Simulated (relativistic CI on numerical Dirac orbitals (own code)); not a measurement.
**One change at a time: Pm L**

Base calculation: Dirac-Coulomb-Breit CI, KLI orbitals optimised for each configuration, model QED (radiative potential, 1s self-energy scaled to tabulated hydrogen-like ionisation energies), unscaled Slater integrals.

Configuration list (outside the closed core [Ne]): 3s², 3s3p, 3p², 3s3d, 3d², 3p3d, 3p4s, 3d4s, 3s4s, 3s4p, 3s4d, 3s4f, 3s5s, 3s5p, 3s5d, 3s5f. Levels of other configurations are missing.

The lowest level and the first level of each name with at least 55 % of one term (blank where a level has no safe partner in the second run):

```tsv
Level	Base (eV)	Shift (eV)
3s² ¹S0	0.000	0.000
3s3p ³P°0	103.360	+0.181
3s3p ³P°1	114.748	+0.181
3p² ³P0	248.905	+0.341
3s3p ³P°2	252.237	+0.181
3s3p ¹P°1	282.659	+0.181
3p² ¹D2	385.824	+0.306
3p² ³P1	386.941	+0.344
3s3d ³D1	421.101	+0.071
3s3d ³D2	428.367	+0.090
3s3d ³D3	454.727	+0.071
3s3d ¹D2	468.572	+0.102
3p3d ³F°2	532.896	+0.195
3p² ³P2	544.371	+0.330
3p² ¹S0	557.621	+0.339
3p3d ³D°1	559.910	+0.195
3p3d ³F°3	582.158	+0.195
3p3d ³P°0	699.864	+0.195
3p3d ³P°1	700.411	+0.195
3p3d ³F°4	715.800	+0.195
3p3d ¹P°1	752.638	+0.195
3d² ³F2	852.115	-0.101
```

At this charge energies of transitions that change n are usually good to better than 1 %, and those within a shell (Δn = 0) to a few per cent.

(1) One thing was changed in a second run, which moved the levels as shown. Which?
A. QED terms removed
B. Breit term removed
C. configuration mixing switched off
D. P86 correlation estimate

Answers

(1) D. P86 correlation estimate. A correlation estimate moves all levels of a configuration together before mixing; mixed levels move by a weighted share.

LS names give the leading component of a level, which can be under half, so a name can repeat, a term be missing and a line seem to break the LS rules.
